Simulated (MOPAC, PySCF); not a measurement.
C$_{6}$H$_{15}$FSi, SMILES `CC[Si](F)(CC)CC`, neutral singlet in the gas phase. 

Cartesian coordinates (Å):
```xyz
23

C     -0.7124    -2.0537    -0.6064
C     -0.4801    -1.3327     0.7300
Si     0.1472     0.4382     0.5463
F      0.3312     1.0315     2.0867
C     -1.0995     1.5480    -0.3331
C     -2.4944     1.5642     0.3083
C      1.8393     0.5120    -0.2850
C      2.9166    -0.3434     0.3969
H     -1.4623    -1.5270    -1.2330
H      0.2200    -2.1200    -1.2055
H     -1.0802    -3.0905    -0.4624
H     -1.4175    -1.3034     1.3273
H      0.2507    -1.8915     1.3546
H     -1.1582     1.2227    -1.3961
H     -0.6698     2.5737    -0.3616
H     -2.4438     1.8794     1.3705
H     -2.9657     0.5595     0.2886
H     -3.1850     2.2593    -0.2124
H      1.7120     0.2109    -1.3491
H      2.1487     1.5801    -0.3154
H      3.9052    -0.2403    -0.0962
H      3.0440    -0.0552     1.4604
H      2.6542    -1.4217     0.3806
```
Charge 0, multiplicity 1.

All levels are single points at this geometry (PBE-D3(BJ)/def2-SVP); Pople sets use spherical d functions. Orbital energies aren't observables, and empty levels follow the basis.

PM3 in MOPAC gives dipole (D) = 1.72.

Task: Estimate the dipole (D) from each of these levels: PBE-D3(BJ)/def2-TZVP in PySCF; B3LYP/6-31G* in PySCF; PBE/6-31G* in PySCF; HF/STO-3G in PySCF; PM6 in MOPAC.

Result: 
| level | dipole (D) |
|---|---|
| PBE-D3(BJ)/def2-TZVP in PySCF | 1.83 |
| B3LYP/6-31G* in PySCF | 1.83 |
| PBE/6-31G* in PySCF | 1.76 |
| HF/STO-3G in PySCF | 1.23 |
| PM6 in MOPAC | 2.28 |
